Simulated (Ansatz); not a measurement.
Si2Mo4⁺. Total charge 1; doublet. Geometry PBE-D4/def2-SVP; atoms count from 1.

```xyz
6

Mo    1.386    0.724   -0.630
Mo   -0.844    0.221   -1.146
Mo    0.654   -0.736    1.051
Mo   -1.639   -0.249    1.009
Si    0.721   -1.722   -1.242
Si   -0.277    1.763    0.958
```

In the def2 sets Mo takes a core potential; there is no spin–orbit coupling. The charge 1 doublet is spin-contaminated (final ⟨S²⟩ up to 1.02, 0.75 for a pure state). No other spin state of charge 1 was run. Another isomer (doublet) lies 0.26 eV lower at PBE0-D4/def2-TZVP; other spin states weren't run for this one.

(1) Estimate the Mulliken populations from the PBE0/def2-TZVP orbitals of Ansatz.

(2) Where does the spin sit?

(3) And the Mayer bond orders between bonded heavy atoms (over 0.3)?

## Answers

(1) 
| atom | charge (e) | spin (α − β) | d electrons |
| --- | --- | --- | --- |
| Mo1 | 0.30 | 0.82 | 4.74 |
| Mo2 | 0.27 | -0.68 | 4.78 |
| Mo3 | 0.27 | -0.68 | 4.78 |
| Mo4 | 0.32 | 1.25 | 4.86 |
| Si5 | -0.07 | 0.24 | – |
| Si6 | -0.09 | 0.06 | – |
Mulliken values and Mayer orders depend strongly on the basis.

(2) Summed by element: Mo 0.70, Si 0.30, of 1 unpaired in all. Largest on single atoms: Mo4 1.25, Mo1 0.82, Mo2 -0.68.

(3) Mo1–Mo2 1.96 (2.34 Å); Mo1–Mo3 1.96 (2.34 Å); Mo1–Si5 0.77 (2.61 Å); Mo1–Si6 0.98 (2.52 Å); Mo2–Mo3 0.43 (2.83 Å); Mo2–Mo4 2.03 (2.34 Å); Mo2–Si5 1.01 (2.50 Å); Mo2–Si6 0.48 (2.67 Å); Mo3–Mo4 2.03 (2.34 Å); Mo3–Si5 1.01 (2.50 Å); Mo3–Si6 0.48 (2.67 Å); Mo4–Si6 1.07 (2.43 Å).
